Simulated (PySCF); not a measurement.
Geometries of 3 isomers of C3H9GeNSi, from PySCF, PBE0-D3(BJ)/def2-SVP geometry optimisation, gas phase. One conformer each, no zero-point energy, no frequencies.

Question: Which is lowest in electronic energy at this level?
A.
```xyz
15
angstrom
N      3.333   -0.574    0.707
C      2.288   -0.766    0.250
C      0.955   -0.992   -0.303
C     -0.143   -0.153    0.376
Si    -1.861   -0.644   -0.244
Ge     0.146    1.795    0.190
H      0.998   -0.783   -1.386
H      0.740   -2.072   -0.212
H     -0.134   -0.357    1.461
H     -2.075   -2.112   -0.040
H     -2.909    0.118    0.497
H     -1.979   -0.350   -1.706
H      0.125    2.150   -1.309
H      1.501    2.190    0.798
H     -0.996    2.533    0.910
```
B.
```xyz
15
angstrom
C      1.989    1.004   -0.365
Si     1.229   -0.697   -0.569
C     -0.336   -0.913    0.472
Ge    -1.890    0.108   -0.092
C     -1.480    1.988    0.106
N     -1.200    3.107    0.227
H      2.901    1.087   -0.976
H      1.297    1.803   -0.670
H      2.266    1.182    0.685
H      0.873   -0.947   -2.003
H      2.208   -1.750   -0.152
H     -0.125   -0.661    1.525
H     -0.630   -1.976    0.450
H     -2.219   -0.092   -1.578
H     -3.127   -0.142    0.783
```
C.
```xyz
15
angstrom
C     -1.823    2.232    0.928
C     -1.454    1.133    0.552
Si    -0.857   -0.518   -0.032
C     -2.003   -1.087   -1.395
N      0.783   -0.463   -0.593
Ge     2.306   -0.571    0.435
H     -2.150    3.200    1.263
H     -0.879   -1.433    1.146
H     -1.980   -0.381   -2.239
H     -1.708   -2.081   -1.761
H     -3.040   -1.138   -1.029
H      0.928   -0.023   -1.498
H      3.447   -1.080   -0.466
H      2.010   -1.567    1.567
H      2.713    0.792    1.037
```

Answer: B. That is `C[SiH2][CH2][GeH2][C]#N`, 14.8 kcal/mol below the next.

```tsv
SMILES	atoms numbered as above	E (Eh)	relative (kcal/mol)	relative (kJ/mol)	dipole (D)
C[SiH2][CH2][GeH2][C]#N	[CH3:1][SiH2:2][CH2:3][GeH2:4][C:5]#[N:6]	-2539.91620	0.0	0.0	3.40
C#C[Si@@H](C)[NH][GeH3]	[CH:1]#[C:2][Si@@H:3]([CH3:4])[NH:5][GeH3:6]	-2539.89257	14.8	62.1	1.10
N#CC[C@H]([SiH3])[GeH3]	[N:1]#[C:2][CH2:3][C@H:4]([SiH3:5])[GeH3:6]	-2539.88570	19.1	80.1	3.19
```
